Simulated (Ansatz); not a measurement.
Ansatz (an electronic-structure program) input:

Ansatz 0.2 input:
```yaml
crystal:
  periodic: [false, false, false]
  atoms:
    - {symbol: C, position_ang: [-0.75036282, 0.09442954, 0.01394386]}
    - {symbol: Si, position_ang: [0.97355100, -0.11052237, 0.00128853]}
    - {symbol: H, position_ang: [-1.42607558, -0.75609944, 0.06222012]}
    - {symbol: H, position_ang: [-1.20824670, 1.08027281, -0.01127541]}
    - {symbol: H, position_ang: [2.41292994, -0.28182218, -0.01206392]}
basis:
  gaussian:
    orbitals: def2-TZVP
hamiltonian:
  xc: b3lyp
  dispersion: d3bj
total_charge: 1
relax: {f_tol: 0.002, max_steps: 150}
```

Q: What final total energy does it print?

A: -329.03823 Eh (B3LYP-D3(BJ)/def2-TZVP). The basis has 86 functions.
